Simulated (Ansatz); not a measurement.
A run of Ansatz (development build ahead of 0.2.0) on triplet C₈H₈ at this shape:

```yaml
atoms:
  - { symbol: C, position_ang: [1.4000, 0.0000, 0.0000] }
  - { symbol: C, position_ang: [0.7000, 1.2124, 0.0000] }
  - { symbol: C, position_ang: [-0.7000, 1.2124, 0.0000] }
  - { symbol: C, position_ang: [-1.4000, 0.0000, 0.0000] }
  - { symbol: C, position_ang: [-0.7000, -1.2124, 0.0000] }
  - { symbol: C, position_ang: [0.7000, -1.2124, 0.0000] }
  - { symbol: C, position_ang: [2.8100, 0.0000, 0.0000] }
  - { symbol: H, position_ang: [3.3600, 0.9300, 0.0000] }
  - { symbol: H, position_ang: [3.3600, -0.9300, 0.0000] }
  - { symbol: H, position_ang: [1.2425, 2.1521, 0.0000] }
  - { symbol: C, position_ang: [-1.4050, 2.4335, 0.0000] }
  - { symbol: H, position_ang: [-2.4854, 2.4449, 0.0000] }
  - { symbol: H, position_ang: [-0.8746, 3.3748, 0.0000] }
  - { symbol: H, position_ang: [-2.4850, 0.0000, 0.0000] }
  - { symbol: H, position_ang: [-1.2425, -2.1521, 0.0000] }
  - { symbol: H, position_ang: [1.2425, -2.1521, 0.0000] }
```

Its results:

| Quantity | Value |
| --- | --- |
| Converged | yes |
| Total energy | -307.34821 hartree |
| Spin squared of the determinant | 2.609 |
| Stability test | minimum |

Task: Which input gives this output? Name the method, the orbitals and the basis set, and write the input.

Result: UHF in def2-SVP.

```yaml
crystal:
  periodic: [false, false, false]
  atoms:
    - { symbol: C, position_ang: [1.4, 0.0, 0.0] }
    - { symbol: C, position_ang: [0.7, 1.21244, 0.0] }
    - { symbol: C, position_ang: [-0.7, 1.21244, 0.0] }
    - { symbol: C, position_ang: [-1.4, 0.0, 0.0] }
    - { symbol: C, position_ang: [-0.7, -1.21244, 0.0] }
    - { symbol: C, position_ang: [0.7, -1.21244, 0.0] }
    - { symbol: C, position_ang: [2.81, 0.0, 0.0] }
    - { symbol: H, position_ang: [3.36, 0.93, 0.0] }
    - { symbol: H, position_ang: [3.36, -0.93, 0.0] }
    - { symbol: H, position_ang: [1.2425, 2.15207, 0.0] }
    - { symbol: C, position_ang: [-1.405, 2.43353, 0.0] }
    - { symbol: H, position_ang: [-2.4854, 2.44485, 0.0] }
    - { symbol: H, position_ang: [-0.8746, 3.37485, 0.0] }
    - { symbol: H, position_ang: [-2.485, 0.0, 0.0] }
    - { symbol: H, position_ang: [-1.2425, -2.15207, 0.0] }
    - { symbol: H, position_ang: [1.2425, -2.15207, 0.0] }
basis:
  gaussian: { orbitals: def2-SVP }
magnetization:
  spin_polarized: true
  initial_magnetization: 2
hamiltonian:
  xc: hf
```

Caution: another spin multiplicity may lie lower; the unrestricted determinant is spin contaminated.
